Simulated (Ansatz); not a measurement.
```xyz
6

C    -0.0054   -0.0155   -1.2220
C     0.0196    0.0424    0.2962
N     0.0197   -0.0454    1.4422
H    -0.0057   -1.0570   -1.5982
H    -0.8824    0.4746   -1.5293
H     0.8824    0.4850   -1.5936
```

Basis set: aug-cc-pVDZ (spherical functions). Frozen core: 3 orbitals. Charge 0, multiplicity 1.

Computed with Ansatz (development build ahead of 0.2.0); each method stands on the lowest determinant of its kind that the runs found. Restricted open shells among the atoms or ions are ROHF, correlated in semicanonical orbitals with singles.

The atomization energy at this shape (free ground-state atoms in the same class of orbitals less the molecule, no zero-point energy) of singlet C₂H₃N:

| method | atomization energy |
| --- | --- |
| RHF | 1800.1 kJ/mol |

(1) What does RHF-MP2 give?

Answers

(1) 2440.2 kJ/mol.
